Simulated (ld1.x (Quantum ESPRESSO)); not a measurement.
## u(r) = r·R(r): atom against pseudo-atom (magnesium (Mg))

Columns: radius, all-electron u(r) and pseudo u(r) of the 2p shell (level -46.66 eV) of magnesium in the configuration [He] 2s2 2p6 3s2 3p0; PBE, non-relativistic, TM scheme, ld1.x (Quantum ESPRESSO) 7.5.

```csv
r (bohr),all-electron,pseudo
0.065,0.1535,0.0458
0.130,0.4308,0.1760
0.195,0.6937,0.3706
0.260,0.8979,0.5996
0.325,1.0368,0.8286
0.390,1.1169,1.0253
0.455,1.1494,1.1661
0.520,1.1458,1.2404
0.585,1.1167,1.2507
0.650,1.0702,1.2094
0.715,1.0127,1.1338
0.780,0.9490,1.0406
0.845,0.8824,0.9434
0.910,0.8154,0.8508
0.975,0.7496,0.7672
1.040,0.6863,0.6933
1.105,0.6262,0.6282
1.170,0.5697,0.5700
1.235,0.5170,0.5170
1.300,0.4681,0.4681
1.365,0.4232,0.4232
1.430,0.3819,0.3819
1.495,0.3441,0.3441
1.560,0.3097,0.3097
1.625,0.2784,0.2784
1.690,0.2501,0.2501
```

(1) How many radial nodes do the two functions have?

(2) At about which radius was the pseudo-wave matched?

(3) Is the pseudo-wave norm-conserving?

Answers

(1) The all-electron 2p function has n − l − 1 = 0; the pseudo-wave has 0.

(2) 1.30 bohr. The columns agree to 0.0005 from 1.17 bohr on; several derivatives are matched, so the curves merge somewhat inside the radius.

(3) Yes: the TM scheme keeps the norm inside the radius equal to the all-electron one, which fixes the energy derivative of the logarithmic derivative at the level.
